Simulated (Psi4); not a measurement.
Complex: PH3 (SMILES P) (first 4 atoms) with ClH3Si (SMILES [SiH3]Cl); geometry from B3LYP-D3(BJ)/def2-TZVP, rigid monomers moved along the line of their centres of mass till P1···Cl6 is 6.52 Å.
(charge 0, multiplicity 1):
```
atom    x (Å)    y (Å)    z (Å)
----  -------  -------  -------
P      0.1101  -0.2979   0.0566
H      1.3546  -0.9260   0.3115
H      0.3210  -0.2433  -1.3463
H      0.6215   1.0053   0.2767
Si    -0.9823  -0.7366   7.1051
Cl     0.8452   0.0478   6.5298
H     -1.6841   0.2808   7.9119
H     -0.7280  -1.9465   7.9113
H     -1.7509  -1.0664   5.8916
```

Computed with SAPT0/jun-cc-pV(D+d)Z in Psi4 1.11.

**Question.** Give the four SAPT terms and the total, and say what mostly holds the pair together.

**Answer.** electrostatics -0.3, exchange 0.0, induction 0.0, dispersion -0.2, total -0.5 kJ/mol; the largest attraction is electrostatics.
